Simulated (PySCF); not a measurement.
Record of a relaxation.

Species: C5H6F2.
SMILES with atom numbers: `[F:1][CH2:2][CH2:3][C:4]1=[C:5]([F:6])[CH2:7]1` (hydrogens: H8, H9 on C2; H10, H11 on C3; H12, H13 on C7)

Computed by this run: PBE0-D3(BJ)/def2-SVP geometry optimisation, gas phase (PySCF 2.14.0); density fitting, grid level 1; the optimiser is geomeTRIC in internal coordinates, started from a GFN2-xTB structure with every atom displaced at random (about 0.01 Å). The frame can shift and turn from step to step; on so coarse a grid that alone can change the energy by a few meV, and forces under 0.02 eV/Å are noise.

Step 0: E = -10694.2645 eV, largest atomic force 4.275 eV/Å
```
atom  x, y, z in Å  |  force x, y, z in eV/Å
F1     -2.986    0.036   -0.024   -0.919  -0.045   0.240
C2     -1.705    0.311   -0.359    0.174   0.428   0.919
C3     -0.795   -0.247    0.717    1.555   0.563  -0.223
C4      0.667   -0.063    0.344   -4.131  -0.857   0.686
C5      1.835    0.365    0.518    3.082   1.206   0.553
F6      2.722    1.022    1.260   -0.666  -0.444  -0.490
C7      1.672   -0.389   -0.738    0.223   0.783  -0.136
H8     -1.582    1.407   -0.452    0.063  -0.125  -0.045
H9     -1.517   -0.157   -1.305    0.429  -0.368  -1.027
H10    -0.992   -1.315    0.851   -0.132  -0.284  -0.038
H11    -0.984    0.251    1.685   -0.021  -0.054  -0.172
H12     2.066   -1.393   -0.815    0.246  -0.738  -0.151
H13     1.605    0.155   -1.692    0.098  -0.065  -0.116
```

Step 1: E = -10694.3739 eV, largest atomic force 0.847 eV/Å
```
atom  x, y, z in Å  |  force x, y, z in eV/Å
F1     -3.016   -0.204    0.061    0.278   0.008  -0.015
C2     -1.740    0.142   -0.318   -0.092  -0.135  -0.193
C3     -0.734   -0.312    0.726   -0.141   0.058  -0.014
C4      0.645    0.045    0.346    0.393  -0.282   0.247
C5      1.809    0.607    0.455   -0.740   0.386  -0.141
F6      2.522    1.544    1.025    0.212  -0.203   0.098
C7      1.733   -0.289   -0.699    0.029  -0.181  -0.202
H8     -1.691    1.235   -0.448   -0.028   0.056   0.009
H9     -1.516   -0.331   -1.296   -0.074   0.078   0.162
H10    -0.828   -1.409    0.841    0.073   0.107  -0.002
H11    -0.993    0.141    1.696    0.024   0.011  -0.005
H12     2.220   -1.282   -0.688    0.035   0.121   0.054
H13     1.622    0.120   -1.720    0.030  -0.024   0.002
```

Step 2: E = -10694.3955 eV, largest atomic force 0.565 eV/Å
```
atom  x, y, z in Å  |  force x, y, z in eV/Å
F1     -3.006   -0.232    0.079    0.005   0.001  -0.011
C2     -1.748    0.136   -0.320   -0.048  -0.054  -0.004
C3     -0.735   -0.305    0.722   -0.054   0.100  -0.053
C4      0.640    0.049    0.335    0.230  -0.227   0.145
C5      1.796    0.615    0.448   -0.331   0.420  -0.183
F6      2.533    1.516    1.044    0.127  -0.158   0.090
C7      1.734   -0.280   -0.709    0.060  -0.114   0.012
H8     -1.720    1.231   -0.453   -0.002   0.000   0.014
H9     -1.535   -0.335   -1.296    0.012   0.015   0.017
H10    -0.815   -1.399    0.843   -0.011   0.001   0.003
H11    -0.989    0.153    1.690    0.005   0.011  -0.010
H12     2.236   -1.262   -0.669    0.015   0.013  -0.048
H13     1.641    0.121   -1.734   -0.008  -0.008   0.029
```

Step 3: E = -10694.4094 eV, largest atomic force 0.321 eV/Å
```
atom  x, y, z in Å  |  force x, y, z in eV/Å
F1     -3.004   -0.268    0.085   -0.103  -0.014   0.006
C2     -1.759    0.121   -0.325    0.034   0.055   0.076
C3     -0.737   -0.292    0.719    0.039   0.087  -0.053
C4      0.640    0.059    0.331   -0.091  -0.195   0.028
C5      1.789    0.631    0.445    0.136   0.228  -0.180
F6      2.563    1.475    1.077   -0.005  -0.094   0.063
C7      1.736   -0.267   -0.715    0.006   0.041   0.110
H8     -1.753    1.216   -0.465    0.001  -0.022   0.000
H9     -1.542   -0.355   -1.294    0.043  -0.027  -0.081
H10    -0.806   -1.383    0.858   -0.032  -0.053   0.023
H11    -0.992    0.180    1.681    0.000   0.005   0.003
H12     2.240   -1.247   -0.679    0.018  -0.038   0.009
H13     1.657    0.136   -1.738   -0.046   0.026  -0.004
```

Step 4: E = -10694.4142 eV, largest atomic force 0.166 eV/Å
```
atom  x, y, z in Å  |  force x, y, z in eV/Å
F1     -3.007   -0.280    0.074   -0.052  -0.010   0.002
C2     -1.760    0.113   -0.332    0.042   0.038   0.035
C3     -0.739   -0.283    0.720    0.017   0.023  -0.028
C4      0.639    0.062    0.330   -0.068  -0.053   0.027
C5      1.787    0.637    0.446    0.127   0.053  -0.092
F6      2.582    1.436    1.108   -0.047  -0.021   0.037
C7      1.735   -0.257   -0.717   -0.006   0.027   0.063
H8     -1.760    1.206   -0.482    0.000  -0.009  -0.002
H9     -1.532   -0.369   -1.296    0.019  -0.013  -0.043
H10    -0.810   -1.373    0.873   -0.021  -0.022   0.019
H11    -0.994    0.200    1.675   -0.001   0.003   0.001
H12     2.237   -1.238   -0.681    0.008  -0.024  -0.020
H13     1.655    0.153   -1.738   -0.019   0.009   0.001
```

Step 5: E = -10694.4154 eV, largest atomic force 0.070 eV/Å
```
atom  x, y, z in Å  |  force x, y, z in eV/Å
F1     -3.006   -0.278    0.056   -0.011  -0.002  -0.004
C2     -1.754    0.111   -0.340    0.014   0.001   0.000
C3     -0.741   -0.281    0.722   -0.012  -0.001  -0.014
C4      0.637    0.060    0.334    0.011  -0.015   0.036
C5      1.786    0.634    0.453    0.054  -0.035  -0.027
F6      2.583    1.417    1.132   -0.029   0.013   0.018
C7      1.733   -0.253   -0.713   -0.020   0.027  -0.014
H8     -1.752    1.203   -0.496    0.000   0.001   0.001
H9     -1.516   -0.376   -1.301    0.003   0.004  -0.004
H10    -0.819   -1.370    0.883   -0.007   0.003   0.006
H11    -1.000    0.210    1.673   -0.002   0.004  -0.004
H12     2.233   -1.236   -0.691   -0.001  -0.002   0.008
H13     1.649    0.166   -1.731    0.000   0.002  -0.003
```

Step 6: E = -10694.4160 eV, largest atomic force 0.051 eV/Å
```
atom  x, y, z in Å  |  force x, y, z in eV/Å
F1     -3.005   -0.274    0.036    0.018   0.002  -0.003
C2     -1.748    0.111   -0.348   -0.005  -0.014  -0.019
C3     -0.745   -0.281    0.722   -0.016   0.002  -0.010
C4      0.636    0.057    0.340    0.034  -0.006   0.038
C5      1.787    0.629    0.462   -0.019  -0.042   0.017
F6      2.580    1.406    1.152   -0.003   0.015   0.000
C7      1.731   -0.250   -0.710   -0.015   0.010  -0.038
H8     -1.742    1.203   -0.506   -0.001   0.006   0.002
H9     -1.502   -0.378   -1.306   -0.005   0.010   0.012
H10    -0.828   -1.369    0.887    0.004   0.009   0.000
H11    -1.007    0.214    1.670   -0.001   0.004  -0.004
H12     2.229   -1.236   -0.694   -0.001   0.010   0.002
H13     1.647    0.176   -1.724    0.010  -0.004   0.003
```

Step 7: E = -10694.4163 eV, largest atomic force 0.071 eV/Å
```
atom  x, y, z in Å  |  force x, y, z in eV/Å
F1     -3.003   -0.270    0.012    0.023   0.003  -0.002
C2     -1.741    0.113   -0.360   -0.016  -0.017  -0.018
C3     -0.750   -0.280    0.721   -0.012   0.009  -0.006
C4      0.635    0.053    0.348    0.037  -0.018   0.022
C5      1.788    0.618    0.478   -0.051  -0.028   0.042
F6      2.577    1.390    1.178    0.017   0.009  -0.015
C7      1.730   -0.248   -0.704   -0.005   0.011  -0.038
H8     -1.731    1.204   -0.520   -0.001   0.006   0.003
H9     -1.487   -0.378   -1.315   -0.005   0.009   0.013
H10    -0.839   -1.368    0.889    0.006   0.006  -0.003
H11    -1.018    0.219    1.664   -0.001   0.003  -0.004
H12     2.225   -1.235   -0.699   -0.003   0.009   0.005
H13     1.647    0.189   -1.714    0.012  -0.002   0.002
```

Step 8: E = -10694.4167 eV, largest atomic force 0.068 eV/Å
```
atom  x, y, z in Å  |  force x, y, z in eV/Å
F1     -3.001   -0.267   -0.014    0.014   0.002  -0.001
C2     -1.735    0.115   -0.373   -0.013  -0.009  -0.007
C3     -0.756   -0.279    0.718   -0.002   0.012  -0.004
C4      0.634    0.047    0.358    0.016  -0.017  -0.002
C5      1.789    0.605    0.497   -0.049  -0.006   0.047
F6      2.576    1.370    1.207    0.023   0.001  -0.021
C7      1.730   -0.245   -0.696    0.005   0.007  -0.017
H8     -1.723    1.206   -0.534   -0.001   0.003   0.002
H9     -1.471   -0.377   -1.325   -0.002   0.005   0.005
H10    -0.851   -1.365    0.889    0.004   0.000  -0.003
H11    -1.031    0.225    1.657   -0.001  -0.001  -0.001
H12     2.220   -1.234   -0.703    0.000   0.005   0.000
H13     1.652    0.206   -1.700    0.005  -0.001   0.002
```

Step 9: E = -10694.4168 eV, largest atomic force 0.035 eV/Å
```
atom  x, y, z in Å  |  force x, y, z in eV/Å
F1     -3.000   -0.266   -0.030    0.002   0.000   0.000
C2     -1.732    0.116   -0.382   -0.004   0.000   0.002
C3     -0.760   -0.278    0.715    0.003   0.006  -0.001
C4      0.633    0.043    0.365    0.001  -0.014  -0.012
C5      1.789    0.596    0.511   -0.021   0.009   0.026
F6      2.577    1.356    1.225    0.013  -0.004  -0.014
C7      1.730   -0.242   -0.691    0.010   0.006   0.001
H8     -1.718    1.207   -0.542    0.000   0.000   0.001
H9     -1.463   -0.376   -1.333    0.001   0.000  -0.002
H10    -0.859   -1.364    0.887    0.000  -0.003  -0.001
H11    -1.040    0.227    1.652    0.000  -0.003   0.001
H12     2.219   -1.231   -0.706   -0.001  -0.001   0.000
H13     1.657    0.219   -1.691   -0.001   0.002   0.000
```

Step 10: E = -10694.4169 eV, largest atomic force under 0.02 eV/Å
```
atom  x, y, z in Å  |  force x, y, z in eV/Å
F1     -2.999   -0.266   -0.037   -0.004  -0.001   0.000
C2     -1.732    0.116   -0.386    0.002   0.003   0.004
C3     -0.762   -0.279    0.713    0.002   0.001   0.000
C4      0.632    0.041    0.367   -0.004  -0.002  -0.009
C5      1.788    0.593    0.518   -0.002   0.008   0.006
F6      2.578    1.350    1.233    0.002  -0.003  -0.003
C7      1.731   -0.239   -0.688    0.005   0.000   0.006
H8     -1.718    1.208   -0.544    0.000  -0.001   0.001
H9     -1.460   -0.374   -1.336    0.001  -0.001  -0.003
H10    -0.863   -1.365    0.884   -0.001  -0.002  -0.001
H11    -1.044    0.226    1.650    0.000  -0.003   0.001
H12     2.219   -1.229   -0.707    0.001   0.000  -0.002
H13     1.660    0.227   -1.686   -0.003   0.002   0.000
```

Question: Summarise the path.

Answer: The energy falls by 0.1524 eV from step 0 to step 10; nine tenths of that is first reached at step 3. It falls at every step. The largest force goes from 4.275 to under 0.02 eV/Å. Among the bonds C3–C4 changes most, from 1.520 to 1.472 Å; the atoms move by 0.025 Å rms after alignment.

What follows is the cost of the whole optimisation. The run took 67 s of wall time on Arm Neoverse V1, one thread (shared host), and the process peaked at 0.53 GiB of memory.
